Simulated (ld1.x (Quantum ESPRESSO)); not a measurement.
## Transferability test, ultrasoft potential for N (Z = 7)

N (Z = 7), ultrasoft, made with ld1.x (Quantum ESPRESSO) 7.5 (LDA (PZ), scalar-relativistic). Core [He], reference 2s1.5 2p3.5. Waves: 2s (bound): rcut 0.75, rcutus 0.95 bohr; 2s channel at -1 Ry: rcut 0.75, rcutus 0.95 bohr; 2p (bound): rcut 2.05, rcutus 2.40 bohr; 2p channel at 1.3 Ry: rcut 2.05, rcutus 2.40 bohr. Local part: all-electron potential smoothed inside 1.70 bohr (lloc = -1). Core correction: Bessel-smoothed model core inside 0.85 bohr. Augmentation charge: PSQ, radius 0.75 bohr.

Energies are relative to the spin-unpolarised reference configuration 2s1.5 2p3.5; without spin polarisation the order of configurations can differ from experiment. Spin-polarised rows fill each open shell by Hund’s rule, majority spin first. The frozen-core shift is the all-electron ΔE with the core orbitals held at their reference shape minus the fully relaxed ΔE.

```csv
valence configuration,charge,ΔE all-electron (eV),error AE − PS (meV),frozen-core shift (meV)
2s2 2p3,0,-5.596,+2.5,+0.1
2s2 2p2,+1,8.136,+1.2,+0.2
2s2 2p1,+2,37.105,-1.8,+1.8
2s1 2p3,+1,19.588,-1.8,+0.3
2s1 2p0,+4,161.744,+266,+42
2s2 2p0,+3,84.270,+105,+11
2s1.5 2p3.5 (spin-polarised),0,-3.030,+165,+2.6
2s2 2p3 (spin-polarised),0,-8.488,+167,+3.5
```

(1) What are ΔE and the potential's error for 2s0 2p5?

Answers

(1) ΔE = 16.856 eV all-electron; the error (AE − PS) is +22 meV.
